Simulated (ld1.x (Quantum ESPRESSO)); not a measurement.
**sulfur: variants of one TM potential**

Base potential:

```
Element                 : sulfur (S)
Generator               : ld1.x (Quantum ESPRESSO) 7.5
Type                    : norm-conserving Troullier–Martins (Kleinman–Bylander form)
Functional              : PBE
Relativity              : non-relativistic
Frozen core             : [Ne]
Valence charge          : 6
Reference configuration : 3s2 3p4
Partial waves           : 3s (bound): rc 1.35 bohr; 3p (bound): rc 1.50 bohr
Local potential         : all-electron potential smoothed inside 1.10 bohr (lloc = -1)
Core correction         : a·sin(br)/r model core inside 1.40 bohr
```

Cutoffs, loose and tight: the cutoffs (Ry, on a coarse ladder) from which the occupation-weighted sum of valence levels, in a spherical-Bessel basis at the reference potential, stays within 10 and 1 mRy of its value at 400 Ry. They do not see the model core or the augmentation charge, which bear on the density cutoff. Test errors are all-electron minus pseudo excitation energies from the reference, over the configurations 3s2 3p3; 3s2 3p2; 3s2 3p1; 3s2 3p0; 3s1 3p5; 3s1 3p4; 3s0 3p6. A dash means not determined; rows that change the core or the reference have their own tests.

```csv
change,outcome,"cutoff, loose","cutoff, tight",bound ghosts,largest test error (meV)
base,generated,30 Ry,60 Ry,none,+225
wave 3s (bound): rc 1.35 bohr becomes 3s (bound): rc 1.08 bohr,generated,70 Ry,180 Ry,none,+302
wave 3s (bound): rc 1.35 bohr becomes 3s (bound): rc 1.20 bohr,generated,45 Ry,100 Ry,none,+250
wave 3s (bound): rc 1.35 bohr becomes 3s (bound): rc 1.32 bohr,generated,30 Ry,60 Ry,none,+227
wave 3s (bound): rc 1.35 bohr becomes 3s (bound): rc 1.50 bohr,generated,30 Ry,60 Ry,none,+233
wave 3s (bound): rc 1.35 bohr becomes 3s (bound): rc 1.68 bohr,generated,30 Ry,50 Ry,none,+276
wave 3s (bound): rc 1.35 bohr becomes 3s (bound): rc 1.88 bohr,generated,25 Ry,45 Ry,none,+342
```

(1) What comes out with this change to the base: wave 3s (bound): rc 1.35 bohr becomes 3s (bound): rc 2.00 bohr?

(2) What comes out with this change to the base: wave 3s (bound): rc 1.35 bohr becomes 3s (bound): rc 0.92 bohr?

Answers

(1) outcome: generated; cutoff, loose: 18 Ry; cutoff, tight: 40 Ry; bound ghosts: none; largest test error (meV): +417.

(2) outcome: generated; cutoff, loose: 110 Ry; cutoff, tight: over 300 Ry; bound ghosts: none; largest test error (meV): +448.

Reading the sweep of the s radius (base included, trends over the rows without a ghost): The loose cutoff falls from 110 Ry at 0.92 to 18 Ry at 2 bohr. A larger radius leaves more room for a smooth pseudo-wave, so fewer plane waves are needed; a smaller one forces it to follow the all-electron wave where it bends sharply. The median size of the test errors (rows with all tests solved) is not monotonic: lowest 5.0 meV at 1.68 bohr, highest 46.5 meV at 0.92 bohr.
